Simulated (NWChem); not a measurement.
Molecule: YSiH3OF2; SMILES [F][Y]([F])[O][SiH3]

```xyz
8

Y      0.0000     0.7669    -0.0024
F      1.7306     1.7649     0.0044
F     -1.7303     1.7653     0.0044
O     -0.0007    -1.2803    -0.0045
Si     0.0000    -2.9321     0.0023
H     -1.3461    -3.4708    -0.3711
H      0.3491    -3.4515     1.3628
H      1.0019    -3.4671    -0.9734
```
Atoms are numbered in this order, from 1.

Results from NWChem. Geometry: optimised at PBE0/def2-SVP (def2 core potentials past Kr). No frequency run checked for a minimum.

Problem. Predict the results for B3LYP/3-21G, non-relativistic. Quantities: highest occupied level (eV); orbital gap (eV); dipole (D).

Solution. 
| Item | Value |
|---|---|
| highest occupied level (eV) | -7.51 |
| orbital gap (eV) | 5.37 |
| dipole (D) | 0.19 |
